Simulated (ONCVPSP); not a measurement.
praseodymium (Pr), ONCV: configuration errors across variants

| Item | Value |
| --- | --- |
| Element | praseodymium |
| Generator | ONCVPSP 4.0.1 |
| Type | optimised norm-conserving Vanderbilt (ONCV) |
| Functional | BLYP |
| Relativity | scalar-relativistic |
| Frozen core | [Kr] 4d10 4f2 |
| Valence charge | 11 |
| Reference configuration | 5s2 5p6 5d1 6s2 |
| Partial waves | 5s+6s: rc 2.60 bohr, ncon 4, nbas 9, qcut 5.4 1/bohr, 2 projectors; 5p: rc 2.45 bohr, ncon 4, nbas 7, qcut 4.8 1/bohr, 2 projectors, debl 2.3 Ha; 5d: rc 3.60 bohr, ncon 5, nbas 10, qcut 5 1/bohr, 2 projectors, debl 0.8 Ha |
| Local potential | polynomial inside 1.60 bohr (lpopt 5, dvloc0 1 Ha) |
| Core correction | Teter function, fcfact 3.75, rcfact 1.55 |

All-electron excitation energies from the reference (eV): (1) 5s2 5p6 5d1 6s1 6.081; (2) 5s2 5p6 5d1 6s0 17.426; (3) 5s2 5p6 5d0 6s0 36.719; (4) 5s2 5p6 5d1 6s0 6p2 5.267.

A true bound ghost makes a file unfit for plane-wave use even where its test errors are small: the radial tests pick states by their node count and pass the ghost by.

Errors AE − PS in meV (a dash: test not solved or not reliable):

| change | (1) | (2) | (3) | (4) | bound ghosts | GHOST(+) flags above zero |
| --- | --- | --- | --- | --- | --- | --- |
| base | -1.7 | -7.7 | -54 | -0.8 | none | s |
| all radii but the core radius scaled by about 0.81 (s 2.12, p 1.98, d 2.92 bohr); local potential polynomial inside 1.30 bohr (lpopt 5, dvloc0 1 Ha) | -1.3 | -4.8 | -63 | -1.3 | s | p |
| all radii but the core radius scaled by about 0.88 (s 2.30, p 2.16, d 3.18 bohr); local potential polynomial inside 1.42 bohr (lpopt 5, dvloc0 1 Ha) | -1.4 | -6.1 | -63 | -1.6 | none | s, p |
| all radii but the core radius scaled by about 1.17 (s 3.06, p 2.88, d 4.22 bohr); local potential polynomial inside 1.88 bohr (lpopt 5, dvloc0 1 Ha) | -2.2 | -11 | -25 | +1.8 | none | none |
| all radii but the core radius scaled by about 1.30 (s 3.38, p 3.18, d 4.68 bohr); local potential polynomial inside 2.08 bohr (lpopt 5, dvloc0 1 Ha) | -3.1 | -17 | +27 | -17 | none | none |

(1) Give the same row for: all radii but the core radius scaled by about 1.08 (s 2.80, p 2.64, d 3.88 bohr); local potential polynomial inside 1.72 bohr (lpopt 5, dvloc0 1 Ha).

Results:

(1) -1.9, -9.1, -45, +0.3; bound ghosts: none; GHOST(+) flags above zero: s.
